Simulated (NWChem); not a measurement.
Species: CH₅Al; SMILES [AlH2][CH3]

```xyz
7

Al     0.0104     0.7169    -0.0085
H     -1.3696     1.5146     0.0093
H      1.3725     1.5444     0.0094
C      0.0112    -1.2392    -0.0188
H     -0.2382    -1.6190     0.9889
H      0.9846    -1.6727    -0.2963
H     -0.7567    -1.6472    -0.6970
```
Atoms are numbered in this order, from 1.

All runs: NWChem. Coordinates come from a PBE0/def2-SVP optimisation. B3LYP is NWChem's, with the RPA form of VWN correlation. Field at 589 nm.

For level B3LYP/aug-cc-pVDZ:

```yaml
isotropic polarisability (bohr³): 46.8
```

### Question
How do the values read with level B3LYP/def2-SVPD instead?

### Answer
| Quantity | Value |
|---|---|
| isotropic polarisability (bohr³) | 45.8 |
